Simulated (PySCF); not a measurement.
Ti(Me)2(H)2 (C₂H₈Ti), SMILES [CH3][TiH2][CH3], multiplicity 1.

Coordinates come from a B3LYP-D3(BJ)/def2-SVP optimisation. The multiplicity is an assumed one; no other spin state was optimised. The structure was generated by enumeration; whether it is a known compound was not checked.

Two levels are set side by side: PBE/def2-TZVPD (PySCF) and CAM-B3LYP/def2-TZVPD (PySCF). Same geometry, gas phase. Differences are taken from unrounded values.

```
quantity                       PBE
---------------------------  -----
orbital gap (eV)              3.31
highest occupied level (eV)  -6.61
lowest empty level (eV)      -3.30
dipole moment (D)             1.39
mean polarisability (bohr³)   76.7
```

Task: These are the PBE values. What does CAM-B3LYP give? (An estimate is asked for; the answer gives what the named calculation found.)

Result: 
```
quantity                     CAM-B3LYP  PBE minus CAM-B3LYP
---------------------------  ---------  -------------------
orbital gap (eV)                  8.58                -5.27
highest occupied level (eV)      -9.41                 2.79
lowest empty level (eV)          -0.83                -2.48
dipole moment (D)                 1.29                 0.10
mean polarisability (bohr³)       73.9                  2.9
```

PBE's occupied levels lie high since its potential decays too fast outside the molecule; exact exchange lowers them and widens the gap. Loosely held outer electrons make PBE densities more polarisable. Differences between two approximate levels are no errors against the true value.

Rough cost on one machine, each run with all the roots and properties that it gave: CAM-B3LYP against PBE within a factor of 2.
